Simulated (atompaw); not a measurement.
**u(r) = r·R(r): atom against pseudo-atom (N (Z = 7))**

Columns: radius, all-electron u(r) and pseudo u(r) of the 2s shell (level -32.43 eV) of nitrogen in the configuration [He] 2s2 2p2; PBE, non-relativistic, PAW (atompaw) scheme, atompaw 4.2.0.5.

```csv
r (bohr),all-electron,pseudo
0.085,0.3868,-0.1509
0.169,0.3653,-0.2953
0.254,0.1777,-0.4324
0.338,-0.0561,-0.5552
0.423,-0.2858,-0.6636
0.508,-0.4845,-0.7543
0.592,-0.6428,-0.8255
0.677,-0.7636,-0.8791
0.762,-0.8476,-0.9149
0.846,-0.8989,-0.9344
0.931,-0.9242,-0.9398
1.015,-0.9278,-0.9331
1.100,-0.9147,-0.9156
1.185,-0.8888,-0.8888
1.269,-0.8541,-0.8541
1.354,-0.8127,-0.8127
1.438,-0.7677,-0.7677
1.523,-0.7199,-0.7199
1.608,-0.6713,-0.6713
1.692,-0.6235,-0.6235
1.777,-0.5762,-0.5762
1.862,-0.5306,-0.5306
1.946,-0.4875,-0.4875
2.031,-0.4462,-0.4462
2.115,-0.4079,-0.4079
2.200,-0.3717,-0.3717
```

How many radial nodes do the two functions have?

The all-electron 2s function has n − l − 1 = 1; the pseudo-wave has 0, since the states of the same l below it are removed with the core.

At about which radius was the pseudo-wave matched?

1.20 bohr, where the columns begin to agree (steps of 0.08 bohr).

Where does each function peak?

Outermost all-electron maximum near 1.01 bohr, pseudo maximum near 0.93 bohr (to the table’s step).

Is the pseudo-wave norm-conserving?

No, it belongs to a PAW set: the norm inside the radius is not constrained, and the difference is carried by the augmentation charge.
